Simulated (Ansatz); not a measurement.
Two members of one family (Dimethylphenylsulfonium salts), computed with Ansatz in the gas phase. The two geometries come from different levels. Binding counts from free atoms in the multiplicity of their measured ground term, without zero-point energy. The structures are stationary points that may keep the symmetry of their start.

First: dimethylphenylsulfonium mesylate (singlet, charge 0, PBE0-D4/def2-SVP geometry).

```xyz
28

C     0.611    3.518    1.642
S     0.077    1.965    0.943
O     0.042    1.004    2.083
O    -1.220    2.213    0.307
O     1.174    1.600   -0.023
H     1.588    3.373    2.118
H     0.681    4.252    0.830
H    -0.138    3.832    2.381
C     1.802   -2.475   -1.248
S     1.538   -0.760   -0.713
C     2.016   -0.905    1.014
C    -0.240   -0.717   -0.749
C    -0.802   -0.031   -1.822
C    -2.186    0.045   -1.913
C    -2.984   -0.533   -0.928
C    -2.403   -1.193    0.152
C    -1.018   -1.290    0.252
H     1.478   -2.544   -2.295
H     2.879   -2.685   -1.182
H     1.230   -3.180   -0.630
H     3.054   -0.552    1.065
H     1.354   -0.222    1.592
H     1.938   -1.951    1.339
H    -0.163    0.476   -2.545
H    -2.643    0.595   -2.739
H    -4.071   -0.446   -0.988
H    -3.027   -1.616    0.940
H    -0.566   -1.774    1.118
```

```
              level  HOMO (eV)  LUMO (eV)  gap (eV)  binding per atom (eV)
    PBE-D4/def2-SVP      -4.44      -1.82      2.62                   4.45
   PBE-D4/def2-TZVP      -4.89      -1.97      2.92                   4.46
r2SCAN-D4/def2-TZVP      -5.20      -1.82      3.38                   4.34
   PBE0-D4/def2-SVP      -6.06      -0.97      5.09                   4.33
  PBE0-D4/def2-TZVP      -6.43      -1.10      5.33                   4.35
```

Second: dimethylphenylsulfonium 2,4-difluorobenzenesulfonate (singlet, charge 0, PBE-D4/def2-SVP geometry).

```xyz
35

C     1.543   -0.791    2.176
S     1.109    0.143    0.679
C     2.712    0.249   -0.162
C     0.928    1.806    1.387
C    -0.407    2.245    1.410
C    -0.703    3.508    1.946
C     0.330    4.320    2.441
C     1.662    3.873    2.407
C     1.969    2.609    1.882
H     0.575   -0.974    2.675
H     1.940   -1.754    1.806
H     2.257   -0.218    2.797
H     2.823   -0.750   -0.624
H     2.617    1.027   -0.942
H     3.545    0.476    0.529
H    -1.195    1.587    1.012
H    -1.745    3.859    1.972
H     0.098    5.313    2.855
H     2.469    4.513    2.794
H     3.014    2.262    1.863
O    -1.107   -1.512    1.016
S    -0.502   -2.519    0.072
O    -0.693   -3.945    0.432
O     0.948   -2.169   -0.268
C    -1.387   -2.289   -1.496
C    -2.020   -3.394   -2.085
C    -2.716   -3.275   -3.296
C    -2.770   -2.019   -3.914
F    -3.432   -1.880   -5.077
C    -2.153   -0.893   -3.355
C    -1.467   -1.047   -2.146
F    -0.877    0.045   -1.618
H    -1.945   -4.355   -1.554
H    -3.215   -4.134   -3.765
H    -2.206    0.085   -3.851
```

Task: What does the change do? Estimate second minus first.

Result: 
```json
{"level": "PBE-D4/def2-SVP", "Δ HOMO (eV)": "-0.53", "Δ LUMO (eV)": "-0.69", "Δ gap (eV)": "-0.17", "Δ binding per atom (eV)": "0.43"}
{"level": "PBE-D4/def2-TZVP", "Δ HOMO (eV)": "-0.48", "Δ LUMO (eV)": "-0.67", "Δ gap (eV)": "-0.19", "Δ binding per atom (eV)": "0.39"}
{"level": "r2SCAN-D4/def2-TZVP", "Δ HOMO (eV)": "-0.47", "Δ LUMO (eV)": "-0.68", "Δ gap (eV)": "-0.21", "Δ binding per atom (eV)": "0.35"}
{"level": "PBE0-D4/def2-SVP", "Δ HOMO (eV)": "-0.51", "Δ LUMO (eV)": "-0.71", "Δ gap (eV)": "-0.19", "Δ binding per atom (eV)": "0.40"}
{"level": "PBE0-D4/def2-TZVP", "Δ HOMO (eV)": "-0.40", "Δ LUMO (eV)": "-0.68", "Δ gap (eV)": "-0.28", "Δ binding per atom (eV)": "0.36"}
```
